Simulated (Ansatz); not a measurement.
# Which is lower?

The two ends of one reaction step of SiNH5O3, singlet (PBE0-D4/def2-TZVP).

A:

Si1  (-0.186, -0.041, 0.051)
N2  (1.504, 0.117, 0.039)
O3  (-0.703, -0.337, -1.478)
H4  (-0.214, -1.003, -1.962)
O5  (-1.091, 1.247, 0.513)
O6  (-0.451, -1.232, 1.139)
H7  (2.022, -0.023, 0.890)
H8  (1.963, 0.766, -0.577)
H9  (-1.542, 1.710, -0.193)
H10  (-1.302, -1.205, 1.578)
(Å)

B:

Si1  (-0.675, -0.143, -0.002)
N2  (1.219, -0.014, -0.365)
O3  (-1.270, -1.057, -1.071)
H4  (1.349, 0.358, -1.301)
O5  (-0.935, 1.482, 0.034)
O6  (-0.498, -0.599, 1.570)
H7  (1.624, -0.944, -0.333)
H8  (1.703, 0.583, 0.300)
H9  (-1.595, 1.769, -0.599)
H10  (-0.923, -1.435, 1.768)
(Å)

Ansatz 0.2.0; basis: def2-TZVPP; cores frozen in the correlated methods. B3LYP uses VWN-RPA correlation.

Q: Which structure is lower at CCSD(T), and by how much? (To be estimated.)

A: The calculation gives: A, by 26.37 kcal/mol (electronic energy, against the other). By their contacts, A is SiNH₅O₃ ([NH2][Si]([OH])([OH])[OH]) and B is SiNH₅O₃ ([NH3][Si]([O])([OH])[OH]).

All methods give the same order:

```json
{"method": "SPW92", "E(B) − E(A) (kcal/mol)": "24.73"}
{"method": "PBE-D4", "E(B) − E(A) (kcal/mol)": "22.92"}
{"method": "BLYP-D4", "E(B) − E(A) (kcal/mol)": "22.65"}
{"method": "r2SCAN-D4", "E(B) − E(A) (kcal/mol)": "25.40"}
{"method": "B97M-V", "E(B) − E(A) (kcal/mol)": "26.04"}
{"method": "PBE0-D4", "E(B) − E(A) (kcal/mol)": "26.29"}
{"method": "B3LYP-D4", "E(B) − E(A) (kcal/mol)": "25.59"}
{"method": "r2SCAN0-D4", "E(B) − E(A) (kcal/mol)": "27.76"}
{"method": "BHLYP-D4", "E(B) − E(A) (kcal/mol)": "29.03"}
{"method": "CAM-B3LYP-D4", "E(B) − E(A) (kcal/mol)": "27.10"}
{"method": "wB97X-V", "E(B) − E(A) (kcal/mol)": "26.81"}
{"method": "wB97M-V", "E(B) − E(A) (kcal/mol)": "26.74"}
{"method": "B2PLYP", "E(B) − E(A) (kcal/mol)": "25.48"}
{"method": "PBE-QIDH", "E(B) − E(A) (kcal/mol)": "27.27"}
{"method": "RPA on PBE", "E(B) − E(A) (kcal/mol)": "25.46"}
{"method": "HF", "E(B) − E(A) (kcal/mol)": "32.25"}
{"method": "MP2", "E(B) − E(A) (kcal/mol)": "25.39"}
{"method": "CCSD", "E(B) − E(A) (kcal/mol)": "27.59"}
{"method": "CCSD(T)", "E(B) − E(A) (kcal/mol)": "26.37"}
```

No T1 diagnostic of these runs exceeds 0.013.

Labels in which every atom is bracketed show which atoms are joined, not bond orders.

For scale, one of the runs: CCSD(T)/def2-TZVPP, 236 basis functions, launched by `ansatz run in.yaml --threads 4 --pin off --events-out ev --progress --plain --max-ram 9574MiB`. The run took 2.1 min on 4 CPU threads of an Arm Neoverse V2 (shared host), with 4.5 GiB of host memory at its peak.
